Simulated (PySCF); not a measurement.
C3H4F2Si.
SMILES: `FC(F)C#C[SiH3]`

Jobs on this species (10 atoms, 54 electrons) with PySCF (density fitting). Hardware of each: Arm Neoverse V1, one thread (shared host). Times come from a shared host and carry two figures at best. Peak memory is the resident size of the whole Python process, interpreter and libraries included.

```tsv
level and settings	work	basis functions	SCF cycles	wall time	peak memory
PBE0/aug-cc-pVDZ	shieldings, charges and field gradients	178	?	?	?
PBE0/6-31G*	shieldings, charges and field gradients	96	14	7.5 s	0.49 GiB
PBE0/6-311+G(2d,p)	shieldings, charges and field gradients	194	14	18 s	0.94 GiB
PBE0/def2-TZVP	shieldings, charges and field gradients	216	14	23 s	0.99 GiB
PBE0/cc-pVTZ	shieldings, charges and field gradients	240	14	26 s	0.97 GiB
PBE/pcSseg-2	shieldings	279	15	40 s	0.86 GiB
CAM-B3LYP/def2-SVPD	10 singlets by full TDDFT, 4 Tamm–Dancoff triplets, polarisability, ΔSCF ions	162	13	55 s	0.81 GiB
PBE0/6-31G	shieldings, charges and field gradients	66	14	5.2 s	0.41 GiB
PBE0/def2-TZVPD	10 singlets by full TDDFT, 4 Tamm–Dancoff triplets, polarisability	270	14	62 s	0.97 GiB
```

Problem. Fill in the missing figures.

Solution. 
- PBE0/aug-cc-pVDZ; shieldings, charges and field gradients: 18 s, 0.85 GiB, 14 SCF cycles

Problem. What do all jobs in the table cost together?

Solution. About 4.2 min; the longest takes about 24 % of that, and about 12 times as long as the shortest.
